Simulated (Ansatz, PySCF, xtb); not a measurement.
Noncovalent pair: SiH4 (SMILES [SiH4]) (first 5 atoms) with ClH3Si (SMILES [SiH3]Cl); geometry from B3LYP-D3(BJ)/def2-TZVP, rigid monomers moved along the line of their centres of mass till Si1···Cl7 is 4.23 Å.
(charge 0, multiplicity 1):
```csv
atom,x (Å),y (Å),z (Å)
Si,0.0487,0.0057,0.0238
H,0.5397,-1.3882,0.0579
H,0.0694,0.5038,-1.3713
H,0.9263,0.8633,0.8521
H,-1.3332,0.0692,0.5463
Si,0.1410,1.0109,4.5767
Cl,0.0279,-1.0068,4.1351
H,-0.8558,1.7246,3.7568
H,1.5038,1.4813,4.2652
H,-0.1507,1.1821,6.0134
```

Monomers are frozen at their geometry in the pair; levels with a basis set take the counterpoise correction. Rows marked so take none.

Cores are frozen in the correlated methods. Rows in 3-21G, 6-311+G**, 6-31G* carry no dispersion term and start afresh at each structure (6-31G* with six Cartesian d functions). MP2/6-31G* freezes PySCF's default core.

Codes used: Ansatz (Gaussian orbitals); PySCF for 3-21G rows, 6-311+G** rows, 6-31G* rows; xtb for the GFN methods. Values without a source in brackets are computed.

```json
[
 {"level": "GFN-FF", "interaction energy (kJ/mol)": "-3.9"},
 {"level": "HF/3-21G (no counterpoise)", "interaction energy (kJ/mol)": "-3.5"},
 {"level": "B3LYP/3-21G (no counterpoise)", "interaction energy (kJ/mol)": "-3.1"},
 {"level": "B3LYP/6-311+G** (no counterpoise)", "interaction energy (kJ/mol)": "0.4"},
 {"level": "wB97M-V/def2-TZVPPD", "interaction energy (kJ/mol)": "-4.7"},
 {"level": "MP2/6-31G*", "interaction energy (kJ/mol)": "?"},
 {"level": "MP2/6-31G* (no counterpoise)", "interaction energy (kJ/mol)": "-3.7"},
 {"level": "SCS-MP2/aug-cc-pV(D+d)Z", "interaction energy (kJ/mol)": "-3.2"},
 {"level": "CCSD/aug-cc-pV(D+d)Z", "interaction energy (kJ/mol)": "-3.6"}
]
```

### Question
Complete the blanks.

### Answer

- MP2/6-31G*, interaction energy (kJ/mol): -1.4

Ansatz is a program for electronic structure.
